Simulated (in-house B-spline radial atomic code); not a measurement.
Results of a calculation; reference values are marked as such.
**Making a Troullier-Martins s channel for In, r_c = 3.15 bohr**

In, [Kr] 4d10 5s2 5p1, non-relativistic PBE, spherical and spin-unpolarised, from an all-electron radial atomic-structure program (B-spline basis) (atomic units). The all-electron 5s level is ε = -0.281186 hartree, its outermost node lies just inside 1.08 bohr and its outer maximum at 2.25 bohr.

Inside r_c the pseudo-orbital is u(r) = r^1 exp(p(r)), with p = c0 + c2 r² + c4 r⁴ + … + c12 r¹². The seven coefficients follow from p and its first four derivatives at r_c, from zero curvature of the screened potential at the origin, c4 = −c2²/(2l + 5), and from the norm inside r_c. At r_c the all-electron orbital has P = 0.5483482, P' = -0.219193, the screened potential V = -0.3244512, V' = 0.2243682, V'' = -0.2151083, and the norm inside is Q = 0.7110577.

(1) What are p, p' and p'' at r_c?

For a trial c2 the five matching conditions are linear in c0, c6, c8, c10 and c12, and c2 is varied until the norm inside r_c equals Q. The root nearest zero gives:

| n | c_n |
| --- | --- |
| 0 | -1.361713 |
| 2 | 0.1220289 |
| 4 | -0.002978212 |
| 6 | -0.007200254 |
| 8 | 0.00110436 |
| 10 | -6.631925e-05 |
| 12 | 1.470757e-06 |

(2) Check c4 and p(r_c), and find the screened pseudopotential at the origin.

Orbitals and screened potentials:

| r (bohr) | P | u | V all-electron | V pseudo |
| --- | --- | --- | --- | --- |
| 0.315 | 0.1749 | 0.08169 | -56.16 | 0.08341 |
| 0.788 | -0.282 | 0.2172 | -9.295 | 0.0324 |
| 1.26 | 0.2297 | 0.3803 | -2.912 | -0.1891 |
| 1.733 | 0.5815 | 0.5529 | -1.283 | -0.56 |
| 2.205 | 0.6788 | 0.6575 | -0.7126 | -0.7422 |
| 2.677 | 0.641 | 0.6396 | -0.4616 | -0.5341 |
| 3.15 | 0.5483 | 0.5483 | -0.3245 | -0.3245 |

Logarithmic derivatives P'/P at R = 3.45 bohr, for energies E around ε:

```json
{"E − ε (hartree)": "-0.5", "all-electron": "0.869907", "pseudo": "0.861049"}
{"E − ε (hartree)": "-0.25", "all-electron": "0.461467", "pseudo": "0.454439"}
{"E − ε (hartree)": "-0.1", "all-electron": "0.0391813", "pseudo": "0.0362725"}
{"E − ε (hartree)": "0", "all-electron": "-0.463668", "pseudo": "-0.463668"}
{"E − ε (hartree)": "0.1", "all-electron": "-1.57876", "pseudo": "-1.60299"}
{"E − ε (hartree)": "0.25", "all-electron": "35.6244", "pseudo": "17.1123"}
{"E − ε (hartree)": "0.5", "all-electron": "1.87702", "pseudo": "1.55447"}
```

(3) With P(R) = 0.4815133 and a norm of 0.790746 inside R, what slope in energy does norm conservation fix?

## Answers

(1) p = ln(P/r_c^1) = ln(0.5483482/3.15) = -1.74825. p' = P'/P − 1/r_c = -0.39973 − 0.31746 = -0.71719. The radial equation gives p'' = 2(V − ε) − 2(1) p'/r_c − p'² = -0.08653 − (-0.45536) − 0.51437 = -0.14554. Differentiating, p''' = 2V' + 2(1)p'/r_c² − 2(1)p''/r_c − 2p'p'' = 0.18783, and p'''' = 2V'' − 4(1)p'/r_c³ + 4(1)p''/r_c² − 2(1)p'''/r_c − 2p''² − 2p'p''' = -0.2893.

(2) −c2²/5 = -0.00297821, as listed. The terms c_n r_c^n are -1.36171, 1.21083, -0.29322, -7.03414, 10.70521, -6.37889, 1.40368, which sum to -1.74825. Inverting the radial equation, V_l(r) = ε + 1 p'/r + (p'' + p'²)/2, so V_l(0) = ε + (2l + 3) c2 = -0.281186 + 3 × (0.122029) = 0.0849 hartree, finite where the all-electron potential diverges.

(3) d(P'/P)/dE = −2 × (norm inside R)/P(R)² = -6.8210 per hartree·bohr at E = ε, for both atoms, since orbital and norm agree at R. Differences over ±0.1 hartree give -8.0897 (all-electron) and -8.1963 (pseudo), which also hold third-order terms. Half a hartree below ε the two curves differ by -0.0089.
